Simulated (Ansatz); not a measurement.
```xyz
15

C     1.265    2.099    0.617
Ga   -0.451    1.335    1.212
C    -0.710   -0.610    1.233
Ga   -1.163   -1.345   -0.528
C     0.255   -1.701   -1.849
H     1.119    2.657   -0.312
H     2.022    1.333    0.441
H     1.650    2.809    1.353
H    -1.641    2.285    1.624
H    -1.493   -0.867    1.949
H     0.247   -1.055    1.528
H    -2.674   -1.609   -0.899
H     0.077   -1.122   -2.759
H     0.249   -2.755   -2.141
H     1.248   -1.454   -1.469
```

Total charge 0; spin multiplicity 1.

(1) List the PBE0/def2-TZVPP orbital energies in eV (Ansatz). (An estimate is asked.)

Results:

(1) Ansatz gave: Occupied: -10146.58, -10146.58, -1252.46, -1252.46, -1108.65, -1108.65, -1108.53, -1108.53, -1108.52, -1108.52, -277.65, -277.57, -277.57, -150.72, -150.72, -103.77, -103.77, -103.44, -103.44, -103.42, -103.42, -22.92, -22.86, -22.74, -22.71, -22.70, -22.70, -22.66, -22.59, -22.58, -22.53, -19.05, -18.91, -18.30, -11.70, -11.67, -11.44, -11.04, -11.03, -10.96, -10.94, -8.43, -7.91, -7.78, -7.34. Lowest empty: -1.47, -0.22, 0.44, 1.25, 1.45, 1.93, 2.44, 2.55.
